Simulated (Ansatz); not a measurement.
Complex (SMILES): [SiH4] (SiH4) with [H][H] (H2), atoms 1 to 5 the first; geometry from B3LYP-D3(BJ)/def2-TZVP, monomers rigid:
```xyz
7

Si     0.0572    -0.2137    -0.1147
H      1.0024     0.6011     0.6813
H     -0.6863    -1.1236     0.7855
H     -0.8976     0.6793    -0.8090
H      0.8074    -1.0085    -1.1129
H     -1.6187     1.7089     2.1168
H     -2.0030     2.1245     2.5994
```

Interaction energy at wB97M-V with Ansatz (a quantum-chemistry and plane-wave program), kcal/mol, without and with the counterpoise correction (monomers among the partner's ghost functions). All functions are spherical. The program fits the integrals of some runs and decomposes those of others, by size. The functional holds VV10 correlation; no added dispersion term, no relativity. Reference, counterpoise-corrected: the value in aug-pcseg-3, -0.14.

```csv
basis,functions,uncorrected
STO-3G,15,-0.16
6-31G,25,-0.29
def2-SV(P),30,-0.31
aug-pcseg-1,81,-0.24
aug-cc-pV(D+d)Z,86,-0.38
def2-TZVPD,97,-0.16
def2-TZVPP,126,-0.15
def2-TZVPPD,150,-0.16
aug-pcseg-2,188,-0.20
aug-cc-pV(T+d)Z,193,-0.16
aug-cc-pV(Q+d)Z,365,-0.15
cc-pV(5+d)Z,430,-0.14
```

How large is the counterpoise correction in each set?

STO-3G 0.10, 6-31G 0.13, def2-SV(P) 0.16, aug-pcseg-1 0.14, aug-cc-pV(D+d)Z 0.22, def2-TZVPD 0.03, def2-TZVPP 0.02, def2-TZVPPD 0.03, aug-pcseg-2 0.06, aug-cc-pV(T+d)Z 0.03, aug-cc-pV(Q+d)Z 0.01, cc-pV(5+d)Z 0.00 kcal/mol. The corrected value lies nearer the reference in 11 of 12 rows.
